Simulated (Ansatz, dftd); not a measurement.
System: CCl₃F, charge 0, singlet. CCl3F (trichloro(fluoro)methane, SMILES FC(Cl)(Cl)Cl).
B3LYP-D3(BJ)/def2-TZVP minimum from Ansatz (a first-principles code):
```xyz
5

F     -0.0146    -0.0321     1.5911
C     -0.0023    -0.0051     0.2508
Cl     1.5277    -0.7112    -0.3108
Cl    -1.3807    -0.9552    -0.3423
Cl    -0.1384     1.6852    -0.2777
```
Charge 0, spin multiplicity 1.

Quantity: atomisation energy (electronic, to ground-state atoms), in kcal/mol. Open shells are spin-unrestricted; no spin-orbit coupling. Correlated methods leave the cores frozen. Rows without X2C or -DK are non-relativistic. CBS(X,Y): correlation extrapolated as X^-3, Hartree-Fock from the larger set. A bracket is a step between two methods taken in the basis named. The functionals are non-relativistic, so their misses hold any scalar relativity. Double hybrids freeze cores in their MP2 part. 'core' is core correlation in cc-pwCVTZ (1s frozen past Ne), 'X2C' scalar relativity in cc-pVTZ-DK, both at CCSD(T).

Compared with CCSD(T)/CBS(cc-pV(T+d)Z,cc-pV(Q+d)Z) + [CCSDT(Q) - CCSD(T)]/cc-pV(D+d)Z + core + X2C (Ansatz).

Problem. Rank these levels by how close they come to it, closest first: CCSD/CBS(cc-pV(T+d)Z,cc-pV(Q+d)Z) (Ansatz); r2SCAN-D3(BJ)/def2-TZVPD (Ansatz + dftd3); B2GP-PLYP/def2-TZVPD (Ansatz).

Solution. r2SCAN-D3(BJ)/def2-TZVPD (358.6 kcal/mol, difference 6.1), B2GP-PLYP/def2-TZVPD (341.9 kcal/mol, difference -10.6), CCSD/CBS(cc-pV(T+d)Z,cc-pV(Q+d)Z) (335.3 kcal/mol, difference -17.2)
